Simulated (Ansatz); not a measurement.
Gas-phase electronic energies from Ansatz, PBE0-D4/def2-TZVP geometries. CBS: MP2 limit from def2 TZ/QZ plus the TZ coupled-cluster correction, frozen cores. This one scheme is used for every species. DFT in def2-TZVPP. One conformer a species, not always the lowest.

Reaction (ligand exchange at the Si–C bond): `C[SiH](Cl)Cl` + `N[SiH](O)O` → `O[SiH](O)N[SiH](Cl)Cl` + CH₄

`C[SiH](Cl)Cl`:

```xyz
8

C     0.491   -0.652   -0.631
Si   -0.498    0.482    0.439
Cl    0.162    2.408    0.208
Cl   -0.288   -0.057    2.404
H     0.145   -1.681   -0.509
H     0.384   -0.367   -1.681
H     1.548   -0.605   -0.362
H    -1.943    0.473    0.132
```

`N[SiH](O)O`:

Z-matrix (Å, degrees):
```
Si
O 1 1.639
O 1 1.639 2 116.1
N 1 1.714 2 107.1 3 -119.6
H 1 1.475 2 104.4 3 114.2
H 2 0.959 1 117.1 3 74.9
H 3 0.959 1 117.0 2 -75.2
H 4 1.008 1 119.6 2 171.6
H 4 1.008 1 119.6 2 -46.2
```

`O[SiH](O)N[SiH](Cl)Cl`:

```xyz
12

O    -0.828    2.376    0.065
Si    0.160    1.120   -0.268
O     1.530    1.375    0.593
N    -0.752   -0.269    0.197
Si   -0.451   -1.905   -0.126
Cl   -0.750   -3.023    1.558
Cl    1.506   -2.053   -0.735
H    -0.405    3.204    0.297
H     0.500    0.996   -1.702
H     2.260    0.769    0.457
H    -1.500   -0.073    0.850
H    -1.270   -2.518   -1.185
```

CH₄:

Cartesian coordinates in Å:
```
C 0.000 0.000 0.000
H -0.376 0.688 0.757
H -0.685 -0.018 -0.847
H 0.078 -1.000 0.425
H 0.983 0.330 -0.334
```

| level | ΔE (kJ/mol) |
| --- | --- |
| r2SCAN-D4 | -71.0 |
| ωB97M-V | -70.2 |
| MP2/def2-TZVPP | -73.0 |
| HF/CBS(def2) | -72.3 |

Q: What does CCSD(T)/CBS give? (Estimate.)

A: Computed: -70.5 kJ/mol. The listed levels differ from it by -0.5, 0.3, -2.5, -1.8 kJ/mol.

Largest T1 diagnostic among the species: 0.011.

The D4 term adds −10.8 kJ/mol with B3LYP and −6.4 kJ/mol with PBE0; it sums over pairs of atoms, weighted by their polarisabilities, and B3LYP, whose exchange is more repulsive, gets the larger term. From PBE to PBE0 (25 % exact exchange), in def2-TZVPP and without D4, ΔE moves by −3.5 kJ/mol.

B3LYP here is the variant with VWN-RPA as its local correlation; programs differ in this.
